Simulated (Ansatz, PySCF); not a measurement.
The pair A = H2S (SMILES S) (first 3 atoms), B = CH2O2 (SMILES O=CO); geometry from B3LYP-D3(BJ)/def2-TZVP.
(charge 0, multiplicity 1):
```
atom    x (Å)    y (Å)    z (Å)
----  -------  -------  -------
S      0.1716   0.5064  -0.4256
H      0.0905  -0.7136   0.1382
H     -1.1555   0.5707  -0.6241
O     -0.2079  -1.3942   2.4542
C     -0.2229  -0.4617   3.2136
O     -0.1072   0.8234   2.8777
H     -0.3368  -0.5566   4.3016
H     -0.0052   0.8942   1.9015
```

Cores are frozen in the correlated methods. CBS: X⁻³ extrapolation of the correlation energy, Hartree–Fock from the larger set. MP2 and its Hartree–Fock in aug-cc-pV(T+d)Z are density fitted.

Programs: Ansatz (a first-principles code); PySCF for the dispersion terms. Each number belongs to the level named beside it.

The monomers are drawn apart, rigid, along the line of their centres of mass. Counterpoise-corrected interaction energies (kcal/mol):

```tsv
level	R = 4.296 Å	R = 5.243 Å
PBE/def2-TZVPPD	-2.6822	-0.9821
PBE-D3(BJ)/def2-TZVPPD	-3.2345	-1.1788
wB97M-V/def2-TZVPPD	-2.8163	-1.0515
MP2/CBS(aug-cc-pV(D+d)Z, aug-cc-pV(T+d)Z) + ΔCCSD(T)/aug-cc-pV(D+d)Z	-2.8093	-1.0363
```

### Question
R is the distance of the centres of mass. Find the local exponent m of E ∝ R⁻ᵐ between the two points.

### Answer

m = ln(E₁/E₂)/ln(R₂/R₁): PBE/def2-TZVPPD 5.0; PBE-D3(BJ)/def2-TZVPPD 5.1; wB97M-V/def2-TZVPPD 4.9; MP2/CBS(aug-cc-pV(D+d)Z, aug-cc-pV(T+d)Z) + ΔCCSD(T)/aug-cc-pV(D+d)Z 5.0. For scale, two fixed dipoles give m = 3, dipole and quadrupole 4, quadrupoles 5, and dispersion or dipole-induced dipole 6 at long range; at these distances several terms mix, and what is left of overlap and damping shifts m, so it need not match one of them.
